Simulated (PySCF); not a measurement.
Cartesian coordinates (Å):
```xyz
5

Hf     0.0083     0.0161    -0.0053
Cl    -1.6185     1.5109    -0.7725
Cl     1.1240     0.9074     1.8466
Cl     1.5305    -0.4761    -1.7110
F     -0.8470    -1.5883     0.5209
```
Charge 0, spin multiplicity 1.

**Question.** What is the computed LUMO, charge on the central atom (Mulliken) and dipole moment (PySCF with TPSSh-D3(BJ)/def2-TZVP // r2SCAN-D4/def2-SVP)?

**Answer.** 
```yaml
LUMO: -2.41 eV
charge on the central atom (Mulliken): 1.38 e
dipole_moment: 0.08 D
```
